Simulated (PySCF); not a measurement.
Hf(OH)3(SH) (H4HfO3S), SMILES [OH][Hf]([OH])([OH])[SH], multiplicity 1.

Geometry: B3LYP-D3(BJ)/def2-SVP. The spin state was assumed, not searched. The structure was generated by enumeration; whether it is a known compound was not checked. The def2 effective core potentials stand for the cores of Hf; spin–orbit coupling is left out. The values are those of a single conformer.

Two levels are set side by side: PBE/def2-TZVP (PySCF) and HF/def2-TZVP (PySCF). Same geometry, gas phase. Differences are taken from unrounded values.

| quantity | HF | PBE | PBE minus HF |
|---|---|---|---|
| orbital gap (eV) | 11.79 | 4.75 | -7.04 |
| highest occupied level (eV) | -9.71 | -5.69 | 4.02 |
| lowest empty level (eV) | 2.08 | -0.95 | -3.02 |
| dipole moment (D) | 3.56 | 3.31 | -0.25 |
| mean polarisability (bohr³) | 59.0 | 71.4 | 12.4 |

PBE's occupied levels lie high since its potential decays too fast outside the molecule; exact exchange lowers them and widens the gap. Loosely held outer electrons make PBE densities more polarisable. Differences between two approximate levels are no errors against the true value.

Rough cost on one machine, each run with all the roots and properties that it gave: HF against PBE about 1/3.
